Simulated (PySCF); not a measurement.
ClMoO$_{2}$, doublet, at a GFN2-xTB geometry (such geometries of metal compounds can be far from the true shape) (the multiplicity is a formal guess) (core potentials on Mo).

Here is a job for PySCF.
```python
from pyscf import gto, scf, dft

mol = gto.M(
    atom='''
Mo    0.146691   -0.217231    0.154523
O     1.660147   -0.634869   -0.288702
O    -0.592797   -0.945739    1.413034
Cl   -0.864696    1.280504   -0.910859
''',
    basis='def2-svp',
    ecp={'Mo': 'def2-svp'},
    charge=0,
    spin=1,
    verbose=4,
)

mf = dft.UKS(mol)
mf.xc = 'b97m_v'
mf.grids.atom_grid = (99, 590)
mf.grids.prune = None
mf.kernel()
```

Task: Predict the dipole moment from B97M-V/def2-SVP run with PySCF.

Result: 1.55 D

Task: What is the computed nuclear repulsion energy (B97M-V/def2-SVP)?

Result: 189.1836 Eh

Task: What is the computed Mulliken (on the basis functions themselves) charges in atom order (B97M-V/def2-SVP)?

Result: Mo1 1.02, O2 -0.39, O3 -0.39, Cl4 -0.24

These values belong to the state on which the SCF converged, which isn't shown to be the lowest.
